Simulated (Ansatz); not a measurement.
A structure relaxed at PBE0-D4/def2-TZVP, charge 0, multiplicity 1:

```tsv
atom	x (Å)	y (Å)	z (Å)
C1	1.027	0.497	0.788
C2	-0.011	0.295	-0.313
C3	-0.068	-1.169	-0.742
Zn4	-1.781	0.996	0.189
H5	1.143	1.548	1.068
H6	0.768	-0.054	1.698
H7	2.014	0.135	0.471
H8	0.302	0.888	-1.183
H9	-0.392	-1.821	0.076
H10	-0.751	-1.335	-1.580
H11	0.923	-1.527	-1.055
H12	-3.173	1.547	0.584
```

Problem. Give its formula and SMILES.

Solution. C3H8Zn, `C[CH](C)[ZnH]`.

Problem. Point group (tolerance 0.08 Å, 0.16 Å for H)?

Solution. Cs.

Problem. Summarise the bond lengths by kind.

Solution. 2 × C–C 1.527 Å; 7 × C–H 1.094 to 1.098 Å; 1 × C–Zn 1.968 Å; 1 × H–Zn 1.549 Å.

Computed with Ansatz.
